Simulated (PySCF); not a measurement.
K(OtBu) (C4H9KO), SMILES CC(C)(C)[O][K].

The structure is a stationary point at B3LYP-D3(BJ)/def2-SVP. The isomer is the one that the SMILES or the coordinates give; other isomers of the formula were not compared.

All values below come from B3LYP-D3(BJ)/def2-SVP run with PySCF 2.14.0.

Frequencies are harmonic and unscaled.

Modes within 1.5 cm⁻¹ of each other (mostly degenerate sets) share a row, with their intensities summed.

| mode | ν (cm⁻¹) | IR (km/mol) | moving atoms (share of kinetic energy) |
|---|---|---|---|
| 1–2 | 76 | 36.9 | O 36 %, C 31 %, H 17 %, K 15 % |
| 3 | 234 | 0.0 | H 100 % |
| 4 | 269 | 23.2 | K 56 %, C 29 %, H 14 % |
| 5–6 | 289 | 0.0 | H 96 % |
| 7–8 | 343 | 6.7 | C 46 %, H 38 %, O 16 % |
| 9 | 472 | 24.8 | C 38 %, H 35 %, O 19 % |
| 10–11 | 488 | 21.4 | C 41 %, O 31 %, H 28 % |
| 12 | 754 | 0.7 | C 66 %, H 25 %, O 9 % |
| 13–14 | 873 | 4.6 | H 55 %, C 44 % |
| 15 | 927 | 0.0 | H 83 %, C 17 % |
| 16–17 | 1021 | 0.1 | H 70 %, C 30 % |
| 18 | 1040 | 78.7 | O 42 %, H 39 %, C 18 % |
| 19–20 | 1224 | 31.9 | C 67 %, H 32 % |
| 21 | 1257 | 269.3 | C 68 %, H 17 %, O 15 % |
| 22–23 | 1354 | 21.6 | H 74 %, C 26 % |
| 24 | 1378 | 0.8 | H 79 %, C 21 % |
| 25 | 1439 | 0.0 | H 96 % |
| 26–27 | 1449 | 0.2 | H 96 % |
| 28–29 | 1462 | 3.3 | H 94 % |
| 30 | 1479 | 0.4 | H 95 % |
| 31–32 | 2999 | 97.7 | H 97 % |
| 33 | 3010 | 32.0 | H 97 % |
| 34–35 | 3080 | 6.6 | H 91 %, C 9 % |
| 36 | 3089 | 0.0 | H 90 %, C 10 % |
| 37 | 3091 | 143.9 | H 91 %, C 9 % |
| 38–39 | 3096 | 145.0 | H 91 %, C 9 % |
